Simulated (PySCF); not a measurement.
Two species compared at the same levels of theory.

First species: C6H9ClOSi.
Atom-mapped SMILES: `[CH3:1][C:2](=[O:3])[C@H:4]1[CH:5]=[C:6]1[SiH2:7][CH2:8][Cl:9]` (hydrogens: H10, H11, H12 on C1; H13 on C4; H14 on C5; H15, H16 on Si7; H17, H18 on C8)

Cartesian coordinates in Å at the GFN2-xTB level; atoms count from 1:
```xyz
18
C6H9ClOSi angstrom
C     -2.4200    0.5738    1.3595
C     -1.4099    0.5670    0.2372
O     -0.8557    1.5717   -0.1542
C     -1.1219   -0.7605   -0.3419
C     -0.8383   -0.8551   -1.8163
C      0.2236   -0.9081   -1.0737
Si     2.0461   -0.8191   -0.7149
C      2.2835    0.7607    0.3329
Cl     4.0259    0.9769    0.6660
H     -3.3649    0.1691    1.0032
H     -2.5693    1.5869    1.7220
H     -2.0667   -0.0570    2.1726
H     -1.5497   -1.6164    0.1710
H     -1.3346   -0.8509   -2.7540
H      2.7838   -0.7119   -1.9721
H      2.4340   -1.9901    0.0767
H      1.9400    1.6573   -0.1779
H      1.7852    0.7121    1.2988
```

Second species: C₆H₁₂N₂OSi.
SMILES: `CCCN([SiH2]C#N)C(C)=O`

Levels: PBE0/pcSseg-1 for dipole moment, HOMO energy, LUMO energy and HOMO–LUMO gap; GFN2-xTB for rotational constant A and rotational constant C. Geometries: GFN2-xTB. Each structure is a single optimised conformer of the isolated species, non-relativistic unless stated. Electronic properties by PySCF.

The conformers computed, where there is a choice (atom-mapped SMILES and torsion angles):
- `[CH3:1][C:2](=[O:3])[C@H:4]1[CH:5]=[C:6]1[SiH2:7][CH2:8][Cl:9]`: C1–C2–C4–C5 145°, C5–C6–Si7–C8 110°, C6–Si7–C8–Cl9 -177°
- `[CH3:1][CH2:2][CH2:3][N:4]([SiH2:5][C:6]#[N:7])[C:8]([CH3:9])=[O:10]`: C1–C2–C3–N4 180°, C2–C3–N4–Si5 -85°, C3–N4–Si5–C6 106°, C3–N4–C8–C9 5°

(1) Which has the higher dipole moment?

(2) Which of the two has the higher LUMO energy, and by how much?

(3) Which of the two has the higher rotational constant C, and by how much?

(4) Which has the higher rotational constant A?

(5) Which has the higher HOMO–LUMO gap?

(6) Which has the higher HOMO energy?

Answers

(1) The second: 6.37 D against 3.91 D, a difference of 2.46 D.

(2) The second: -0.39 eV against -1.02 eV, a difference of 0.63 eV.

(3) The second: 0.640 GHz against 0.494 GHz, a difference of 0.146 GHz.

(4) The first: 1.917 GHz against 1.372 GHz, a difference of 0.545 GHz.

(5) The second: 7.51 eV against 6.21 eV, a difference of 1.30 eV.

(6) The first: -7.23 eV against -7.90 eV, a difference of 0.67 eV.

On the first: The dipole equals about 13.0 × 10⁻³⁰ C·m (1 D = 3.33564 × 10⁻³⁰ C·m).

On the second: The dipole equals about 21.2 × 10⁻³⁰ C·m (1 D = 3.33564 × 10⁻³⁰ C·m). A dipole of 6.37 D is allowed in C1, and pure rotational transitions are dipole-allowed.
